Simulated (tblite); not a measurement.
C5H10F3O2P.
Cartesian coordinates in Å at the GFN2-xTB level; atoms count from 1:
```xyz
21
C5H10F3O2P angstrom
C      1.022   -1.689   -0.406
P      0.311   -0.021   -0.670
O     -0.559    0.218   -1.825
C      0.074    0.999    0.864
C     -0.996    0.502    1.822
C     -2.166   -0.024    1.005
O     -1.633   -1.085    0.240
C      1.967    0.814   -1.116
F      1.820    2.139   -1.262
F      2.958    0.642   -0.218
F      2.428    0.333   -2.278
H      0.236   -2.422   -0.262
H      1.585   -1.932   -1.308
H      1.690   -1.683    0.450
H      1.037    1.073    1.370
H     -0.191    1.988    0.472
H     -0.606   -0.320    2.424
H     -1.320    1.303    2.487
H     -2.556    0.770    0.359
H     -2.971   -0.396    1.652
H     -2.140   -1.194   -0.573
```

All values are computed: GFN2-xTB (tblite) harmonic vibrations without scaling, gas phase. The method is semi-empirical: single wavenumbers can be off by several per cent or more. One conformer, not necessarily the lowest.

Harmonic wavenumbers (cm⁻¹): 51.7, 60.8, 97.2, 107.7, 119.2, 165.0, 183.9, 207.2, 244.9, 268.1, 287.9, 310.4, 320.6, 364.9, 444.4, 456.6, 471.6, 480.1, 519.6, 632.4, 660.3, 754.0, 797.3, 857.0, 871.1, 904.4, 943.8, 1007.9, 1040.3, 1056.7, 1067.5, 1109.2, 1128.0, 1131.0, 1177.1, 1229.5, 1238.7, 1264.6, 1277.5, 1316.0, 1325.0, 1351.6, 1412.5, 1418.7, 1426.0, 1463.7, 1471.5, 2911.4, 2932.1, 2939.5, 2981.6, 2993.9, 2999.0, 3004.2, 3032.1, 3056.3, 3525.5.

A = 1698, B = 671.9, C = 623.4 MHz; mass 190.037 u (most abundant isotopes); point group C1, symmetry number 1.

Task: What is the zero-point energy?

Result: ½Σν̃ = 33435 cm⁻¹ = 95.60 kcal/mol.

Task: Give the ideal-gas entropy at 298.15 K and 1 bar in the rigid-rotor, harmonic-oscillator model (classical rotation).

Result: Translation 41.66, rotation 30.49, vibration 40.84: S = 113.0 cal/(mol K).

Task: And Cp and H(298.15 K) − H(0)?

Result: Cp = 49.06 cal/(mol K), of which vibrations give 41.11 (their classical limit is 57 R = 113.3); H(298.15 K) − H(0) = 8.84 kcal/mol without the zero-point energy, 6.47 from vibrations.

Task: Which modes carry the vibrational entropy at 298.15 K?

Result: 51.7 cm⁻¹: 4.75; 60.8 cm⁻¹: 4.43; 97.2 cm⁻¹: 3.51; 107.7 cm⁻¹: 3.31; 119.2 cm⁻¹: 3.11; 165.0 cm⁻¹: 2.49 cal/(mol K); the other 51 give 19.23 together.

Task: Blend soft modes into free rotors: weight 1/[1 + (100 cm⁻¹/ν̃)⁴] for the oscillator and the rest for a rotor with moment μB/(μ + B), μ = h/(8π²ν), B = 10⁻⁴⁴ kg m². What vibrational entropy results?

Result: 38.05 cal/(mol K) in place of 40.84, which changes −T·S at 298.15 K by +0.83 kcal/mol.

Task: What must be added to the electronic energy to get the Gibbs energy at 298.15 K and 1 bar?

Result: ZPE + [H(298.15 K) − H(0)] − T·S = 95.60 + 8.84 − 33.69 = 70.75 kcal/mol.

Hindered rotation and anharmonicity are outside this model. Other conformers, if any are populated, would add a mixing term that is left out. The structure is chiral; the term R ln 2 for an equal mix with its mirror image is left out.
